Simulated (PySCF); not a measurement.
# Distorted geometries of [Yb(OH)2]+

[Yb(OH)2]+ (singlet in the valence; each metal's 4f electrons, 13 of them, lie in its core potential, out of spins and levels). PySCF 2.14.0, RKS r2SCAN, Yb lcecp-1-SVP with ECP59, O def2-SVP, H def2-SVP; non-relativistic Hamiltonian with scalar-relativistic core potentials where named; density fitting; no spin-orbit coupling. Relaxed geometry:

```xyz
5

Yb   -0.0202   -0.9465    0.0755
O     0.0016    0.2040    1.6161
H     0.0163    0.9449    2.2332
O     0.0016   -0.0547   -1.6280
H     0.0163    0.5791   -2.3548
```

Task: Order these distorted geometries by energy above the relaxed one, lowest first.
A.
```xyz
5

Yb   -0.1058   -0.9619    0.1608
O     0.0835    0.2220    1.4856
H     0.1803    0.8174    2.1804
O    -0.0231   -0.0592   -1.4973
H    -0.1195    0.7084   -2.3874
```
B.
```xyz
5

Yb   -0.1043   -1.2268   -0.0143
O    -0.0033    0.0637    1.8942
H    -0.0153    0.9871    2.0806
O     0.0903    0.2020   -1.5092
H     0.0481    0.7007   -2.5093
```
C.
```xyz
5

Yb   -0.0163   -0.8436    0.1559
O    -0.0189    0.1725    1.5636
H     0.0695    0.9094    2.1426
O    -0.0706   -0.0727   -1.6101
H     0.0518    0.5613   -2.3099
```

Result: C (0.76 eV), A (1.22 eV), B (2.17 eV).

Task: Which forces (eV/Å) act in the one that lies 0.76 eV up?

Result: 
```
Yb  -0.19 -5.84 -6.31
O    0.12  4.17  5.48
H   -0.02  1.15  1.16
O    0.17  0.11  0.24
H   -0.09  0.41 -0.57
```
Forces carry noise of the integration grid, about 0.01 to 0.03 eV/Å.

No frequency check is given that shows the relaxed geometry to be a minimum. An lcecp potential fixes the number of 4f electrons, so in runs with it no electron can move into or out of that shell.
